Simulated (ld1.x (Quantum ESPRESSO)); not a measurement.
## How hard is this P (Z = 15) TM semilocal potential?

| Property | Result |
| --- | --- |
| Element | phosphorus (P) |
| Generator | ld1.x (Quantum ESPRESSO) 7.5 |
| Type | norm-conserving Troullier–Martins (semilocal form) |
| Functional | PBE |
| Relativity | scalar-relativistic |
| Frozen core | [Ne] |
| Valence charge | 5 |
| Reference configuration | 3s1 3p4 |
| Partial waves | 3s (bound): rc 1.50 bohr; 3p (bound): rc 1.50 bohr; 3d channel at -0.05 Ry: rc 1.30 bohr |
| Local potential | the d channel |
| Core correction | none |

The pseudo-atom Hamiltonian at the reference potential is diagonalised in spherical Bessel functions j_l(qr) that vanish at 20 bohr, with q² up to the cutoff. All-electron valence levels (Ry): 3s -1.0786, 3p -0.4462.

Q: How do the lowest levels (Ry) of each channel move with the cutoff, and are there ghosts?

A:

| cutoff (Ry) | s #1 | p #1 | p #2 | d #1 | Σ f·Δε (mRy) |
| --- | --- | --- | --- | --- | --- |
| 8 | -0.9952 | -0.4422 | 0.0266 | 0.0639 | 99.4 |
| 10 | -1.0288 | -0.4450 | 0.0264 | 0.0638 | 54.8 |
| 15 | -1.0660 | -0.4454 | 0.0264 | 0.0636 | 15.9 |
| 18 | -1.0734 | -0.4456 | 0.0264 | 0.0635 | 7.9 |
| 21 | -1.0742 | -0.4457 | 0.0264 | 0.0635 | 6.6 |
| 30 | -1.0748 | -0.4457 | 0.0264 | 0.0634 | 5.8 |
| 35 | -1.0761 | -0.4459 | 0.0264 | 0.0633 | 4.0 |
| 40 | -1.0774 | -0.4460 | 0.0264 | 0.0633 | 2.3 |
| 45 | -1.0779 | -0.4461 | 0.0264 | 0.0633 | 1.1 |
| 55 | -1.0784 | -0.4462 | 0.0264 | 0.0632 | 0.3 |
| 60 | -1.0784 | -0.4462 | 0.0264 | 0.0632 | 0.3 |
| 400 | -1.0786 | -0.4462 | 0.0264 | 0.0632 | 0.0 |

Result: no extra level below or beside the all-electron valence levels (s, p, d tested); the semilocal form is local in each channel, so this says nothing of the separable form that plane-wave codes build from it; 10 mRy is reached at 18 Ry and 1 mRy at 50 Ry.
